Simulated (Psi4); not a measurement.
CH2F, doublet, geometry from GFN2-xTB; CCSD(T)/cc-pVDZ (Psi4).

Psi4 was given this input:
```
memory 2 GB

molecule mol {
0 2
  C     0.000523    0.460216    0.460789
  F    -0.001164   -0.454655   -0.507354
  H    -0.950817    0.654526    0.912573
  H     0.958153    0.676078    0.888879
}

set basis cc-pvdz
set reference uhf
set freeze_core true
set mp2_type conv
set scf_type pk
set puream true
set d_convergence 1e-8

energy('ccsd(t)')
print_variables()
```

Question: Write the output that Psi4 gives for this input, abridged.

Answer: 
```
   => Loading Basis Set <=

    Name: CC-PVDZ
    Role: ORBITAL
    Keyword: BASIS

         ---------------------------------------------------------
                                   SCF
               by Justin Turney, Rob Parrish, Andy Simmonett
                          and Daniel G. A. Smith
                              UHF Reference
         ---------------------------------------------------------

  ==> Geometry <==

    Molecular point group: c1
    Full point group: C1

    Geometry (in Angstrom), charge = 0, multiplicity = 2:

       Center              X                  Y                   Z               Mass
    ------------   -----------------  -----------------  -----------------  -----------------
         C            0.000778792186     0.513954053869     0.530271514082    12.000000000000
         F           -0.000908207814    -0.400916946131    -0.437871485918    18.998403162730
         H           -0.950561207814     0.708264053869     0.982055514082     1.007825032230
         H            0.958408792186     0.729816053869     0.958361514082     1.007825032230

  Running in c1 symmetry.

  Rotational constants: A =      9.00165  B =      1.04189  C =      0.93753 [cm^-1]
  Rotational constants: A = 269862.82296  B =  31235.08427  C =  28106.52707 [MHz]
  Nuclear repulsion =   32.336051059338168

  Charge       = 0
  Multiplicity = 2
  Electrons    = 17
  Nalpha       = 9
  Nbeta        = 8

  ==> Algorithm <==

  SCF Algorithm Type is PK.
  DIIS enabled.
  MOM disabled.
  Fractional occupation disabled.
  Guess Type is SAD.
  Energy threshold   = 1.00e-08
  Density threshold  = 1.00e-08
  Integral threshold = 1.00e-12

  ==> Primary Basis <==

  Basis Set: CC-PVDZ
    Blend: CC-PVDZ
    Number of shells: 18
    Number of basis functions: 38
    Number of Cartesian functions: 40
    Spherical Harmonics?: true
    Max angular momentum: 2

  ==> Integral Setup <==

  Using in-core PK algorithm.
   Calculation information:
      Number of atoms:                   4
      Number of AO shells:              18
      Number of primitives:             54
      Number of atomic orbitals:        40
      Number of basis functions:        38

      Integral cutoff                 1.00e-12
      Number of threads:                 1

  Performing in-core PK
  Using 549822 doubles for integral storage.
  We computed 14706 shell quartets total.
  Whereas there are 14706 unique shell quartets.

  ==> DiskJK: Disk-Based J/K Matrices <==

    J tasked:                  Yes
    K tasked:                  Yes
    wK tasked:                  No
    Schwarz Cutoff:          1E-12

  Minimum eigenvalue in the overlap matrix is 2.5391629894E-02.
  Reciprocal condition number of the overlap matrix is 6.5867639916E-03.
    Using symmetric orthogonalization.

  ==> Pre-Iterations <==

  SCF Guess: Superposition of Atomic Densities via on-the-fly atomic UHF (no occupation information).

   -------------------------
    Irrep   Nso     Nmo
   -------------------------
     A         38      38
   -------------------------
    Total      38      38
   -------------------------

  ==> Iterations <==

                        Total Energy        Delta E     RMS |[F,P]|

   @UHF iter SAD:  -137.76996018059191   -1.37770e+02   0.00000e+00
   @UHF iter   1:  -138.38853699753963   -6.18577e-01   5.26876e-03 DIIS/ADIIS
   @UHF iter   2:  -138.40814838232262   -1.96114e-02   2.03881e-03 DIIS/ADIIS
   @UHF iter   3:  -138.41099371725736   -2.84533e-03   9.06206e-04 DIIS/ADIIS
   @UHF iter   4:  -138.41181600740180   -8.22290e-04   2.79642e-04 DIIS/ADIIS
   @UHF iter   5:  -138.41199965627729   -1.83649e-04   1.30973e-04 DIIS/ADIIS
   @UHF iter   6:  -138.41204728311891   -4.76268e-05   3.47823e-05 DIIS
   @UHF iter   7:  -138.41204986906413   -2.58595e-06   1.28170e-05 DIIS
   @UHF iter   8:  -138.41205019122583   -3.22162e-07   4.50306e-06 DIIS
   @UHF iter   9:  -138.41205023686345   -4.56376e-08   1.33131e-06 DIIS
   @UHF iter  10:  -138.41205024121263   -4.34918e-09   3.52723e-07 DIIS
   @UHF iter  11:  -138.41205024153211   -3.19488e-10   9.48838e-08 DIIS
   @UHF iter  12:  -138.41205024155354   -2.14300e-11   3.13303e-08 DIIS
   @UHF iter  13:  -138.41205024155590   -2.35900e-12   7.73405e-09 DIIS
  Energy and wave function converged.

  ==> Post-Iterations <==

   @Spin Contamination Metric:   1.115772324E-02
   @S^2 Expected:                7.500000000E-01
   @S^2 Observed:                7.611577232E-01
   @S   Expected:                5.000000000E-01
   @S   Observed:                5.000000000E-01

    Orbital Energies [Eh]
    ---------------------

    Alpha Occupied:

[...]
    Alpha Virtual:

[...]
    Beta Occupied:

[...]
    Beta Virtual:

[...]
    Final Occupation by Irrep:
              A
    DOCC [     8 ]
    SOCC [     1 ]
    NA   [     9 ]
    NB   [     8 ]

  @UHF Final Energy:  -138.41205024155590

   => Energetics <=

    Nuclear Repulsion Energy =             32.3360510593381676
    One-Electron Energy =                -255.5608635145095775
    Two-Electron Energy =                  84.8127622136155139
    Total Energy =                       -138.4120502415559031

  UHF NO Occupations:
  HONO-2 :    7  A 1.9991358
  HONO-1 :    8  A 1.9962447
  HONO-0 :    9  A 1.0000000
  LUNO+0 :   10  A 0.0037553
  LUNO+1 :   11  A 0.0008642
  LUNO+2 :   12  A 0.0006018
  LUNO+3 :   13  A 0.0003447

Computation Completed

Properties will be evaluated at   0.000000,   0.000000,   0.000000 [a0]

Properties computed using the SCF density matrix

 Multipole Moments:

 ------------------------------------------------------------------------------------
     Multipole            Electronic (a.u.)      Nuclear  (a.u.)        Total (a.u.)
 ------------------------------------------------------------------------------------

 L = 1.  Multiply by 2.5417464519 to convert [e a0] to [Debye]
 Dipole X            :         -0.0057211            0.0082136            0.0024925
[...]
     1        -0.314213673580035    6.397e-02    0.013724    0.000000    0.000000    0.000000
     2        -0.322005307955319    1.957e-02    0.015079    0.000000    0.000000    0.000000
     3        -0.324302415166899    1.269e-02    0.018818    0.000000    0.000000    0.000000
     4        -0.324209982017630    4.504e-03    0.020525    0.000000    0.000000    0.000000
     5        -0.324223617335685    1.596e-03    0.021116    0.000000    0.000000    0.000000
     6        -0.324233741985033    4.955e-04    0.021255    0.000000    0.000000    0.000000
     7        -0.324228831431573    1.530e-04    0.021261    0.000000    0.000000    0.000000
     8        -0.324229115539408    6.942e-05    0.021276    0.000000    0.000000    0.000000
     9        -0.324229002722620    2.042e-05    0.021277    0.000000    0.000000    0.000000
    10        -0.324228805228313    8.004e-06    0.021278    0.000000    0.000000    0.000000
    11        -0.324228904361384    2.985e-06    0.021279    0.000000    0.000000    0.000000
    12        -0.324228910733201    1.034e-06    0.021279    0.000000    0.000000    0.000000
    13        -0.324228938022406    3.831e-07    0.021279    0.000000    0.000000    0.000000
    14        -0.324228945625180    1.617e-07    0.021279    0.000000    0.000000    0.000000
    15        -0.324228947306400    7.341e-08    0.021279    0.000000    0.000000    0.000000

    Iterations converged.

    Largest TIA Amplitudes:
              5   1        -0.0117230692
              4   2        -0.0085305661
              4   0        -0.0081250417
              6   3         0.0079078875
              5   5         0.0071460337
              2   5        -0.0069565364
              1   0        -0.0067252557
              4   6         0.0056821315
              4  16         0.0055131196
              3  10         0.0054992072

    Largest Tia Amplitudes:
              4   0         0.0616857558
              4   6         0.0164096647
              3   7         0.0105532849
              1   3         0.0094307810
              1   4         0.0088802477
              2   5        -0.0087376062
              1   7        -0.0078278259
              2   2         0.0077989984
              3   3        -0.0075640091
              2   8         0.0073478204

    Largest TIJAB Amplitudes:
      6   5   9   4         0.0163987644
      6   4  10   2        -0.0153237271
      6   5   3   1         0.0142703612
      6   4   6   3        -0.0132390346
      6   2   7   3        -0.0127415433
      6   2   9   4         0.0125468291
      6   5   7   3        -0.0122828394
      5   4   5   2         0.0117573199
      5   4   6   5         0.0115858050
      6   2   3   1         0.0115673579

    Largest Tijab Amplitudes:
      4   3   3   0        -0.0188884204
      4   3   7   0         0.0179095816
      5   4   5   0        -0.0126528662
      5   3   7   5         0.0119202789
      4   2  26  25        -0.0112705064
      5   3   5   3         0.0109554121
      4   1   7   0        -0.0098712993
      5   4  26  25        -0.0093926038
      4   3  12   7        -0.0087488059
      4   3  14  11         0.0081748546

    Largest TIjAb Amplitudes:
      4   3   6   7        -0.0279054207
      5   5   4   4        -0.0248316510
      4   3   2   3        -0.0244848456
      6   1   4   0         0.0238077569
      3   4  13  14         0.0221419907
      5   5   7   8        -0.0219666724
      4   3   2   7         0.0216131303
      4   4   6   0        -0.0210428306
      4   4   2   0         0.0207991884
      6   1   0   0         0.0207746213

    SCF energy       (wfn)                    = -138.412050241555903
    Reference energy (file100)                = -138.412050241556216

    Opposite-spin MP2 correlation energy      =   -0.226909952676761
    Same-spin MP2 correlation energy          =   -0.077009965678263
    Singles MP2 correlation energy            =   -0.000000000000000
    MP2 correlation energy                    =   -0.303919918355024
      * MP2 total energy                      = -138.715970159911251

    Opposite-spin CCSD correlation energy     =   -0.253249033765465
    Same-spin CCSD correlation energy         =   -0.070979913540935
    Singles CCSD correlation energy           =   -0.000000000000000
    CCSD correlation energy                   =   -0.324228947306400
      * CCSD total energy                     = -138.736279188862625

            **************************
            *                        *
            *        CCTRIPLES       *
            *                        *
            **************************

    Wave function   =    CCSD_T
    Reference wfn   =      UHF

    Nuclear Rep. energy (wfn)                =   32.336051059338168
    SCF energy          (wfn)                = -138.412050241555903
    Reference energy    (file100)            = -138.412050241556216
    CCSD energy         (file100)            =   -0.324228947306400
    Total CCSD energy   (file100)            = -138.736279188862625

    Number of ijk index combinations:
    Spin Case AAA:                                  35
    Spin Case BBB:                                  20
    Spin Case AAB:                                 126
    Spin Case ABB:                                 105
    AAA (T) energy                             =   -0.000136524345235
    BBB (T) energy                             =   -0.000137010941767
    AAB (T) energy                             =   -0.003099804214232
    ABB (T) energy                             =   -0.002566520634327
    (T) energy                                   =   -0.005939860135561
      * CCSD(T) total energy                     = -138.742219048998180

  Variable Map:
  ----------------------------------------------------------------------------
[...]
  Array Variable Map:
  ----------------------------------------------------------------------------
[...]
[...]
```
